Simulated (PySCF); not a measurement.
Potential energy surface of F2Sr, singlet: symmetric bend, bond length relaxed. Scanned: F-Sr-F angle. Other coordinates (Sr-F bond length) were minimised at B3LYP/def2-TZVP.

- M06-2X/def2-TZVP, def2 effective core potentials past Kr (PySCF)
- MP2 on RHF/def2-TZVP, 2 core orbitals frozen, def2 effective core potentials past Kr (PySCF)
- CCSD(T) on RHF/def2-TZVP, 2 core orbitals frozen, def2 effective core potentials past Kr (PySCF)

Energies relative to the lowest point of each profile, in kcal/mol:

```
a / °  M06-2X    MP2
-----  ------  -----
180      2.07   1.74
170      1.83   1.49
160      1.21   0.92
150      0.54   0.32
140      0.06   0.00
130      0.00   0.17
120      0.58   0.98
110      2.00   2.64
100      4.48   5.51
90       8.50  10.08
80      14.96  17.04
```

Q: What does CCSD(T) give at the same points?

A: 180: 1.73; 170: 1.48; 160: 0.90; 150: 0.31; 140: 0.00; 130: 0.18; 120: 1.02; 110: 2.70; 100: 5.59; 90: 10.16; 80: 17.10 (kcal/mol).
